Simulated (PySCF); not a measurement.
H₄PSi (SMILES [SiH3][PH]), doublet, at a GFN2-xTB geometry.

Input for PySCF:
```python
from pyscf import gto, scf, mp

mol = gto.Mole()
mol.atom = '''
    Si   -0.97872011   -0.33820566    0.07300160
    P     1.08651768    0.46699887   -0.09994921
    H    -1.19912428   -0.90647755    1.40533045
    H    -1.89321088    0.77756588   -0.15450586
    H    -1.20661833   -1.38753052   -0.92378867
    H     1.70326986   -0.75366158    0.15017985
'''
mol.basis = 'def2-svp'
mol.spin = 1
mol.verbose = 3
mol.build()

mf = scf.UHF(mol)
mf.kernel()

pt = mp.MP2(mf, frozen=11)
pt.kernel()
print('E(MP2) = %.10f' % pt.e_tot)
mf.analyze()
```

### Question
Give the SCF-reference dipole moment at the level MP2/def2-SVP run with PySCF.

### Answer
0.94 D

### Question
What is the computed MP2 correlation energy (MP2/def2-SVP)?

### Answer
-0.1617 Eh

### Question
Estimate the SCF-reference HOMO energy that MP2/def2-SVP returns for this input.

### Answer
-10.11 eV

### Question
What number of basis functions does MP2/def2-SVP give?

### Answer
56

### Question
What nuclear repulsion energy does MP2/def2-SVP give?

### Answer
82.5712 Eh

These values belong to the state on which the SCF converged, which isn't shown to be the lowest.
